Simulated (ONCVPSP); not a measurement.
Ar, ONCV: configuration errors across variants

* Element: argon
* Generator: ONCVPSP 4.0.1
* Type: optimised norm-conserving Vanderbilt (ONCV)
* Functional: PBE
* Relativity: fully relativistic
* Frozen core: [Ne]
* Valence charge: 8
* Reference configuration: 3s2 3p6
* Partial waves: 3s: rc 1.05 bohr, ncon 3, nbas 6, qcut 4.9 1/bohr, 2 projectors, debl 1 Ha; 3p: rc 1.45 bohr, ncon 4, nbas 7, qcut 6.2 1/bohr, 3 projectors, debl 1.5 Ha; d scattering state at 0.38 Ha: rc 1.60 bohr, ncon 4, nbas 7, qcut 5.5 1/bohr, 1 projector
* Local potential: polynomial inside 0.70 bohr (lpopt 5, dvloc0 0 Ha)
* Core correction: none

Open shells are filled in proportion to 2j + 1.

All-electron excitation energies from the reference (eV): (1) 3s2 3p5 16.058; (2) 3s2 3p4 44.718; (3) 3s2 3p3 87.302; (4) 3s1 3p6 30.673.

1 further variants failed, have other tests or another functional or relativity, and are left out.

Errors AE − PS in meV (a dash: test not solved or not reliable):

```json
{"change": "base", "(1)": "+0.8", "(2)": "+9.2", "(3)": "+41", "(4)": "+2.2", "bound ghosts": "none", "GHOST(+) flags above zero": "s, p3/2"}
{"change": "p: qcut 5.8", "(1)": "+0.8", "(2)": "+8.7", "(3)": "+39", "(4)": "+2.5", "bound ghosts": "none", "GHOST(+) flags above zero": "s"}
{"change": "p: rc 2.12", "(1)": "-1.4", "(2)": "-6.3", "(3)": "-13", "(4)": "+8.9", "bound ghosts": "none", "GHOST(+) flags above zero": "s"}
```

Question: Give the same row for: s: qcut 3.6; p: qcut 4.6; d: qcut 4.

Answer: +1.0, +10, +45, +7.2; bound ghosts: none; GHOST(+) flags above zero: s, p3/2, d5/2, p1/2, d3/2.
